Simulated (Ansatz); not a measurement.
Program: Ansatz. Geometries: PBE0-D4/def2-TZVP. ΔE: electronic, gas phase. CCSD(T)/CBS adds triple-zeta CCSD(T) − MP2 to the extrapolated MP2 energy (def2 sets, frozen cores). This one scheme is used for every species. DFT in def2-TZVPP. One conformer a species, not always the lowest.

`CC(C)[SiH2]Cl` → HCl + `CC(C)[SiH]`  (silylene formation by 1,1-elimination)

`CC(C)[SiH2]Cl`:

Z-matrix (Å, degrees):
```
C
C 1 1.526
H 1 1.094 2 110.6
H 1 1.093 2 112.1 3 120.3
H 1 1.093 2 111.0 3 -119.2
C 2 1.526 1 111.7 3 56.9
Si 2 1.872 1 111.7 3 -177.1
H 2 1.100 1 108.6 3 -62.8
H 6 1.093 2 111.0 1 62.3
H 6 1.094 2 110.6 1 -56.9
H 6 1.093 2 112.1 1 -177.3
Cl 7 2.065 2 109.7 1 -62.9
H 7 1.485 2 111.4 1 55.6
H 7 1.485 2 111.4 1 178.7
```

HCl:

```xyz
2

Cl   -0.446   -0.457    0.033
H     0.446    0.457   -0.033
```

`CC(C)[SiH]`:

Z-matrix (Å, degrees):
```
C
C 1 1.532
Si 1 2.312 2 54.8
H 1 1.146 2 112.9 3 5.0
H 1 1.089 2 112.0 3 -112.0
H 1 1.090 2 114.0 3 120.6
C 2 1.513 1 114.4 3 123.2
H 2 1.091 1 110.2 3 -110.6
H 3 1.529 1 85.5 2 -99.6
H 7 1.093 2 111.1 1 -173.7
H 7 1.093 2 110.7 1 -54.4
H 7 1.096 2 112.0 1 66.3
```

| level | ΔE (kcal/mol) |
| --- | --- |
| B2PLYP | 79.9 |
| PBE | 75.0 |
| BLYP | 72.9 |
| r2SCAN | 82.3 |
| BHLYP | 82.3 |
| CCSD/def2-TZVPP | 79.7 |
| CCSD(T)/def2-TZVPP | 79.2 |
| MP2/CBS(def2) | 85.2 |

Question: What does CCSD(T)/CBS give? (An estimate is asked.)

Answer: Ansatz gave: +81.1 kcal/mol. The listed levels differ from it by -1.2, -6.1, -8.2, 1.2, 1.2, -1.4, -1.9, 4.1 kcal/mol.

Question: What do rigid-rotor, harmonic-oscillator terms from PBE0-D4/def2-TZVP frequencies (298.15 K, 1 bar) make of the CCSD(T)/CBS value? (Estimate.)

Answer: The calculation gave: ΔZPE = -3.5 kcal/mol, ΔH = +78.5 kcal/mol, ΔS = 138 J/(mol·K), ΔG = +68.7 kcal/mol.

Largest T1 diagnostic among the species: 0.012.

At CCSD(T), def2-SVP lies −3.0 kcal/mol from the extrapolated value and def2-TZVPP −1.9 kcal/mol. From r2SCAN to r2SCAN0 (25 % exact exchange), in def2-TZVPP and without D4, ΔE moves by +1.4 kcal/mol.
